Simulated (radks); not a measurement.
Results of a calculation; reference values are marked as such.
The mean radii <r> (bohr) of the occupied orbitals of an atom or ion are listed with their occupations. Code: a radial shooting solver on a logarithmic mesh with Libxc functionals. Model: scalar-relativistic Kohn-Sham, SOGGA, spin-polarised, spherical densities, point nucleus.

orbital  occ.      <r>
1s up       1  0.02972
1s down     1  0.02972
2s up       1   0.1286
2s down     1   0.1286
2p up       3   0.1122
2p down     3   0.1122
3s up       1   0.3488
3s down     1   0.3488
3p up       3   0.3473
3p down     3   0.3473
3d up       5   0.3245
3d down     5   0.3244
4s up       1   0.8484
4s down     1   0.8479
4p up       3   0.9223
4p down     3   0.9209
4d up       5    1.170
4d down     5    1.160
5s up       1    2.329

Name the element and its charge. Open shells, if any, are filled with parallel spins first.

Answer. Z = 49, indium, charge +2: In2+ in [Kr] 4d10 5s1. The 1s radius gives Z: for a bare nucleus <r> = (2 gamma + 1)/(2Z) with gamma = sqrt(1 - (Z/c)^2), 0.02926 bohr for Z = 49, and screening makes it slightly larger (0.02972 here). The occupations add up to 47, and the charge is Z minus that.
